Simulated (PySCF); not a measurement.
An unknown shows these calculated signals:

$^{1}$H NMR (600 MHz, computed): δ 7.23 (d, 1H), 6.29 (m, 1H), 5.69 (t, 1H), 4.63 (m, 2H), 2.36 (t, 2H), 1.49 (m, 2H), 1.12 (t, 3H).

$^{13}$C{$^{1}$H} NMR (computed): δ 172.4 (C), 158.6 (CH), 136.4 (CH), 124.4 (CH), 44.4 (CH2), 29.0 (CH2), 17.5 (CH3).

Computational details: coordinates at the GFN2-xTB level, PBE0/pcSseg-1 with gauge-including orbitals, in PySCF (equivalent nuclei averaged, a single conformation, gas phase, non-relativistic Hamiltonian).

Chemical shifts δ = σref − σ; TMS for $^{1}$H (σ = 31.72 ppm) and $^{13}$C (σ = 186.93 ppm), all at this level.

Task: Which of these does the molecule contain: a Si–H bond, an ester, a non-aromatic C=C double bond, an aldehyde, a Si–CH3 group, a CH3CH2 unit?

Result: 
- A Si–H bond: yes (δH 4.63 (m)).
- An ester: no.
- A non-aromatic C=C double bond: yes.
- An aldehyde: no.
- A Si–CH3 group: no.
- A CH3CH2 unit: yes (δC 17.5, 29.0; δH 1.12 (t), 1.49 (m)).

The data belong to SMILES CCCC1=C[SiH2]C=C1, C7H12Si; they needn't prove each group on their own.

Carbon signals by region: 1 in the far downfield region (above 160 ppm), 3 in the sp2 and nitrile region (100–160 ppm), 3 below 50 ppm. Above 160 ppm: 172.4, fully substituted alkene carbon.

Shifts are as computed. Against solution values, carbons near 30 ppm lie about +3 ppm off and those near 130 ppm about +5 ppm. Of 1211 compounds with measured shifts, 218 miss one by over three times the rms of a fit or turn the order of signals round; such compounds aren't used in these exercises. No couplings were computed; multiplicities are counted from neighbouring protons, with m where these are inequivalent, close in shift, in a saturated or five-membered ring or joined by F or P, and br s for small geminal =CH2 splittings.
